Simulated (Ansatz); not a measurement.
Cost and result for the atomization energy of AsCl3GaH3 (`[Cl][Ga-]([Cl])([Cl])[AsH3+]`) (8 atoms, 7 bonds).

Z-matrix (Å, degrees):
```
Ga
Cl 1 2.150
Cl 1 2.150 2 116.9
Cl 1 2.150 2 117.0 3 146.0
As 1 2.608 2 100.0 3 -106.9
H 5 1.504 1 118.3 2 119.5
H 5 1.504 1 118.4 2 -120.3
H 5 1.504 1 118.1 2 -0.4
```

Total charge 0; spin multiplicity 1. Correlated methods include outer-core shells of As, Ga, which these sets cover unevenly. Scalar relativity is left out up to krypton. All single points use the PBE0-D4/def2-TZVP geometry. Program: Ansatz. All runs use 4 threads of an Arm Neoverse V1 on a shared host. Times are those of one run each, without the atoms' runs, and a repeat can differ threefold. Electronic energies, without spin–orbit coupling; frozen cores. CCSD(T)/CBS adds CCSD(T) − MP2 in def2-TZVPP to the MP2 limit, and its time is that of the two runs behind it. T1 = 0.010. With those shells the extrapolation isn't a true limit. B3LYP takes the VWN-RPA correlation (the form of Gaussian; ORCA's B3LYP/G).

CCSD(T)/CBS is a level of theory with its own doubt, some kJ/mol a heavy atom from the limit and from the frozen cores, so smaller differences don't rank the functionals.

```json
{"level": "revPBE-D4/def2-TZVPP", "functions": "264", "wall time": "3.3 s", "atomization (kJ/mol)": "2035.8", "difference from CCSD(T)/CBS": "-57.2", "per bond": "-8.2"}
{"level": "BLYP-D4/def2-TZVPP", "functions": "264", "wall time": "3.3 s", "atomization (kJ/mol)": "2032.2", "difference from CCSD(T)/CBS": "-60.8", "per bond": "-8.7"}
{"level": "PBE-D4/def2-TZVPP (with forces)", "functions": "264", "wall time": "3.9 s", "atomization (kJ/mol)": "2091.8", "difference from CCSD(T)/CBS": "-1.2", "per bond": "-0.2"}
{"level": "r2SCAN-D4/def2-TZVPP (with forces)", "functions": "264", "wall time": "8.5 s", "atomization (kJ/mol)": "2109.1", "difference from CCSD(T)/CBS": "16.1", "per bond": "2.3"}
{"level": "CAM-B3LYP-D4/def2-TZVPP", "functions": "264", "wall time": "8.5 s", "atomization (kJ/mol)": "2064.4", "difference from CCSD(T)/CBS": "-28.6", "per bond": "-4.1"}
{"level": "B2PLYP/def2-TZVPP", "functions": "264", "wall time": "10 s", "atomization (kJ/mol)": "2034.2", "difference from CCSD(T)/CBS": "-58.8", "per bond": "-8.4"}
{"level": "r2SCANh-D4/def2-TZVPP", "functions": "264", "wall time": "11 s", "atomization (kJ/mol)": "2096.6", "difference from CCSD(T)/CBS": "3.6", "per bond": "0.5"}
{"level": "B3LYP-D4/def2-TZVPP (with forces)", "functions": "264", "wall time": "11 s", "atomization (kJ/mol)": "2054.2", "difference from CCSD(T)/CBS": "-38.8", "per bond": "-5.5"}
{"level": "ωB97X-V/def2-TZVPP", "functions": "264", "wall time": "16 s", "atomization (kJ/mol)": "2118.9", "difference from CCSD(T)/CBS": "25.9", "per bond": "3.7"}
{"level": "CCSD(T)/def2-SVP", "functions": "133", "wall time": "17 s", "atomization (kJ/mol)": "1926.5", "difference from CCSD(T)/CBS": "-166.5", "per bond": "-23.8"}
{"level": "MP2/def2-QZVPP", "functions": "478", "wall time": "37 s", "atomization (kJ/mol)": "2105.5", "difference from CCSD(T)/CBS": "12.5", "per bond": "1.8"}
{"level": "CCSD(T)/def2-TZVPP", "functions": "264", "wall time": "8 min", "atomization (kJ/mol)": "2045.1", "difference from CCSD(T)/CBS": "-47.9", "per bond": "-6.8"}
{"level": "CCSD(T)/CBS(def2)", "functions": "–", "wall time": "8.6 min", "atomization (kJ/mol)": "2093.0", "difference from CCSD(T)/CBS": "0.0", "per bond": "0.0"}
```

In def2-TZVPP, CCSD(T) changes the Hartree–Fock value by +545.7 kJ/mol (the triples alone add +40.0 kJ/mol) and MP2 by +579.4 kJ/mol; breaking electron pairs costs correlation energy, which Hartree–Fock lacks. From BLYP to BHLYP (50 % exact exchange), in def2-TZVPP and without D4, the atomization energy moves by +13.6 kJ/mol. The D4 term adds +51.3 kJ/mol with B3LYP and +27.4 kJ/mol with PBE0; it sums over pairs of atoms, weighted by their polarisabilities, and B3LYP, whose exchange is more repulsive, gets the larger term.
